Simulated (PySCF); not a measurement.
Gas-phase reaction: Sb4 + 4 NH3 = 4 SbH3 + 2 N2

Energies from PySCF, thermal terms from the rigid-rotor harmonic-oscillator model, ideal gas at 1 bar. † marks an energy on the PBE0/def2-TZVP geometry and frequencies. MP2 and CCSD(T) freeze the core. All species are closed-shell singlets. Sb: scalar-relativistic def2 core potential, no spin-orbit coupling. MP2 isn't extrapolated to the basis-set limit; its ΔH°(298 K) is 436.1 kJ in def2-SVP and 605.3 kJ in def2-TZVPP. CCSD(T) isn't extrapolated to the basis-set limit; its ΔH°(298 K) is 333.9 kJ in def2-SVP and 445.8 kJ in def2-TZVPP. The harmonic model lacks anharmonicity and excited electronic states, which grow with temperature; levels with a mode under 35 cm⁻¹ are left out.

```tsv
level	ΔE electronic, kJ	ΔH°(298 K), kJ	ΔS°(298 K), J/K	ΔG°(800 K), kJ
CCSD(T)/def2-SVP†	472	334	185	181
HF/def2-TZVP†	405	267	185	115
M06-2X/def2-TZVP†	623	485	185	333
MP2/def2-SVP†	574	436	185	284
PBE0/def2-SVP†	625	487	185	335
r2SCAN/def2-TZVP†	644	506	185	354
```
ΔH° is lowest at HF/def2-TZVP† and highest at r2SCAN/def2-TZVP†. No reference value is set beside these.
